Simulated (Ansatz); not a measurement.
A run for Ansatz (a quantum-chemistry and plane-wave program): R-BLYP/def2-TZVPP on C4H10O (SMILES CC(C)CO).

Ansatz 0.2 input:
```yaml
crystal:
  periodic: [false, false, false]
  atoms:
    - {symbol: C, position_ang: [1.61090452, -0.28276707, -0.09017227]}
    - {symbol: C, position_ang: [0.17123186, 0.13538581, -0.38712295]}
    - {symbol: C, position_ang: [-0.17051750, 1.47155352, 0.27012447]}
    - {symbol: C, position_ang: [-0.79030609, -0.95976205, 0.05016909]}
    - {symbol: O, position_ang: [-2.11053491, -0.60862378, -0.35896257]}
    - {symbol: H, position_ang: [2.31310238, 0.48280901, -0.42411575]}
    - {symbol: H, position_ang: [1.76333794, -0.42362591, 0.98359671]}
    - {symbol: H, position_ang: [1.87102546, -1.21753386, -0.59161558]}
    - {symbol: H, position_ang: [0.05589750, 0.24326266, -1.47113804]}
    - {symbol: H, position_ang: [-0.04803992, 1.40800043, 1.35554412]}
    - {symbol: H, position_ang: [0.48770502, 2.26322234, -0.09327716]}
    - {symbol: H, position_ang: [-1.20079020, 1.75737899, 0.06224384]}
    - {symbol: H, position_ang: [-0.49039652, -1.91394224, -0.40112700]}
    - {symbol: H, position_ang: [-0.74063454, -1.07324485, 1.14221061]}
    - {symbol: H, position_ang: [-2.72198500, -1.28211300, -0.04635755]}
basis:
  gaussian:
    orbitals: def2-TZVPP
hamiltonian:
  xc: {name: BLYP}
scf: {lower_state_search: off}
```

The head of its log:

```
WARN ansatz: RAYON_NUM_THREADS=1 ignored (pool sized by the plan → 1); use --threads N
Functional definition: BLYP
these checks for a lower state are left out or cut short: stability, starts, cluster_reference, orbital_swaps, neighbouring_geometries, increment
integrals: 0.23 GiB planned
1461 factors; their error is unknown
mean field: 1.78 GiB planned
mean field evaluation 1: about -6337.3119 eV, gradient 9.6e1 eV
mean field evaluation 2: about -6284.7533 eV, gradient 1.7e2 eV
```

What total energy does the run end on?

-233.6464 hartree.
